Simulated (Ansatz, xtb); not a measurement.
Species: sum formula H₂SeF (charge +1, singlet). It need not be the lowest isomer of its formula. SMILES: F[SeH2+]
Geometry from a B3LYP-D3(BJ)/def2-TZVP (Ansatz, a program for electronic structure) optimisation:
```xyz
4

Se    -0.2187    -0.1270     0.2222
H     -0.5961    -1.2067    -0.7381
F      0.7976     0.7220    -0.8489
H      0.8545    -0.9747     0.8222
```
Charge +1, spin multiplicity 1.

Harmonic wavenumbers from GFN2-xTB (xtb, at its own minimum), cm⁻¹: 533, 724, 751, 922, 1939, 1952.

### Question
Give the harmonic wavenumbers at B3LYP-D3(BJ)/def2-TZVP (Ansatz, finite differences of forces, unscaled).

### Answer
738, 850, 884, 1042, 2305, 2311 cm⁻¹. Zero-point energy 11.6 kcal/mol.

### Question
From these and the geometry, give the ideal-gas thermochemistry at 298.15 K and 1 atm (rigid rotor, harmonic oscillator).

### Answer
Point group Cs, rotational symmetry number 1. Rotational constants 115.4, 10.76, 10.7 GHz. S(trans) 39.72, S(rot) 20.72, S(vib) 0.66, S(elec, spin only) 0.00, S 61.1 cal/(mol K). H(298) - H(0) 2.53 kcal/mol; G - E(el) -4.1 kcal/mol.
